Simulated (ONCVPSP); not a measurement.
# Plane-wave convergence, ONCV potential for Zr

ONCVPSP 4.0.1 input, shortened (lines: element, Z, core and valence counts, functional; n l f; lmax; l rc ep ncon nbas qcut; lloc lpopt rc5 dvloc0; l nproj debl; icmod fcfact rcfact), PBE, scalar-relativistic:

```
  Zr 40.00    6    4        4      upf
    1    0    2.00
    2    0    2.00
    2    1    6.00
    3    0    2.00
    3    1    6.00
    3    2   10.00
    4    0    2.00
    4    1    6.00
    4    2    2.00
    5    0    1.50
    2
    0    1.95    0.00    4    7    7.60
    1    1.70    0.00    4    8    7.30
    2    2.15    0.00    4    8    8.10
    4    2    1.70    1.00
    0    2    1.10
    1    3    3.60
    2    2    2.40
    3    5.75    1.35
```

Question: For each optimised wave give the share of its norm inside rc, the residual kinetic energy above qcut (Ha) and the cutoffs (Ha) for errors of 10, 1, 0.1 and 0.01 mHa per electron.

Answer:

| wave | norm inside rc | residual KE | 10 mHa | 1 mHa | 0.1 mHa | 0.01 mHa |
| --- | --- | --- | --- | --- | --- | --- |
| 4s | 0.944 | 1.0e-07 | 12.5 | 16.8 | 20.4 | 23.2 |
| 5s | 0.065 | 4.5e-08 | 9.4 | 15.2 | 19.5 | 22.9 |
| 4p | 0.774 | 7.0e-06 | 7.4 | 17.6 | 22.1 | 26.5 |
| p projector 2 | 0.097 | 5.4e-05 | 8.6 | 19.7 | 25.4 | 54.0 |
| p projector 3 | 0.076 | 3.1e-04 | 14.6 | 23.4 | 31.5 | 64.1 |
| 4d | 0.564 | 3.3e-09 | 11.2 | 15.8 | 20.0 | 23.5 |
| d projector 2 | 0.171 | 3.1e-08 | 13.8 | 18.4 | 22.6 | 26.4 |

The occupied waves need 18 Ha and 22 Ha for 1 and 0.1 mHa.
